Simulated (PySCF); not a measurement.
# TDDFT excited states: Cl3H2InO

Compound: In(H2O)Cl3.
SMILES: `[OH2]->[In]([Cl])([Cl])[Cl]`

Computed, not measured: TDDFT wB97X-D/def2-SVPD, vertical, gas phase, core orbitals frozen in the response, def2 core potentials past Kr (PySCF). Geometry: PBE0-D3(BJ)/def2-SVP; no solvent, vibrations or thermal averaging. Spin–orbit coupling is left out.

Question: What does the calculation give for the low-lying excited states?

Answer: 

```csv
state,E (eV),ν̃ (cm⁻¹),f,symmetry,"main configurations (H = HOMO, L = LUMO)"
S1,5.58,44990,0.0036,A″,H→L (90%)
S2,5.69,45900,0.0024,A′,"H-3→L (65%), H-2→L (30%)"
S3,5.78,46580,0.074,A″,H-1→L (85%)
S4,5.84,47100,0.0005,–,H-4→L (94%)
S5,5.88,47440,0.082,A′,"H-2→L (62%), H-3→L (29%)"
S6,6.11,49250,0.054,A′,H-5→L (94%)
S7,7.35,59250,0.194,A′,H-6→L (75%)
S8,7.36,59370,0.170,A″,"H-7→L (76%), H-4→L+1 (11%)"
S9,7.71,62200,0.0006,–,"H→L+1 (73%), H→L+2 (16%)"
S10,7.79,62850,0.0003,–,"H-1→L+1 (63%), H-1→L+2 (23%)"
```

Triplets (Tamm–Dancoff): T1 5.21 eV, H→L (52%), H-1→L (41%); T2 5.33 eV, H-2→L (80%), H-3→L (11%); T3 5.33 eV, H-1→L (52%), H→L (41%); T4 5.41 eV, H-3→L (80%), H-2→L (12%).

The lowest singlet lies at 5.58 eV (222 nm, ultraviolet) and is very weak; its leading configuration is HOMO→LUMO (90%). The most intense listed level is S7 at 7.35 eV (169 nm, f = 0.194), 1.77 eV above S1. Löwdin shares by element: HOMO chlorine 100%; LUMO chlorine 55%, indium 39%. Weighted by f, the mean energy of these states is 6.81 eV. Of the 10 states listed, 5 reach f = 0.01 and 1 stays under 0.0005. The vertical ionisation energy (ΔSCF) is 11.45 eV, 3.66 eV above S10. Symmetry labels in Cs follow from the direction of the transition dipole and are given only for states with f of 0.002 or more. Singlets were solved by full linear response, triplets in the Tamm–Dancoff approximation.

Hardware: one thread, x86-64 server, on a shared host. Cost: 2.0 min of wall time.
